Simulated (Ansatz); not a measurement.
An input meant for BCl2(OMe) (CH₃BCl₂O) (charge 0, singlet).

```yaml
crystal:
  periodic: [true, true, true]
  atoms:
    - {symbol: B, position_ang: [0.320090, 1.062156, 0.695764]}
    - {symbol: Cl, position_ang: [2.053981, 0.677631, 0.623315]}
    - {symbol: Cl, position_ang: [-0.200661, 2.511763, 1.556575]}
    - {symbol: O, position_ang: [-0.610120, 0.299092, 0.124093]}
    - {symbol: C, position_ang: [-0.415781, -0.901259, -0.606007]}
    - {symbol: H, position_ang: [-0.915941, -0.799728, -1.580515]}
    - {symbol: H, position_ang: [-0.883152, -1.731090, -0.054224]}
    - {symbol: H, position_ang: [0.651575, -1.118566, -0.759011]}
basis:
  gaussian: {orbitals: cc-pVTZ-DK}
hamiltonian: {xc: {name: r2SCAN50}, dispersion: d4, pseudopotentials: {relativity: none}}
scf: {omitted_lower_state_checks: [starts]}
output: {forces: true}
```

```sh
$ ansatz run in.yaml --threads 4 --pin off --events-out ev --progress --plain --max-ram 3916MiB
```

Shortened log:

```
Error: YAML parse error: error: line 2 column 3: crystal: missing field `lattice` (a structure is typed as `lattice` and `atoms`, a molecule's as `atoms` in Å alone, or read from a run's directory, `checkpoint`)
 --> <input>:2:3
1 | crystal:
2 |   periodic: [true, true, true]
3 |   atoms:
4 |     - {symbol: B, position_ang: [0.320090, 1.062156, 0.695764]}
```

In this input the species is marked periodic without a cell. The program refused the input.
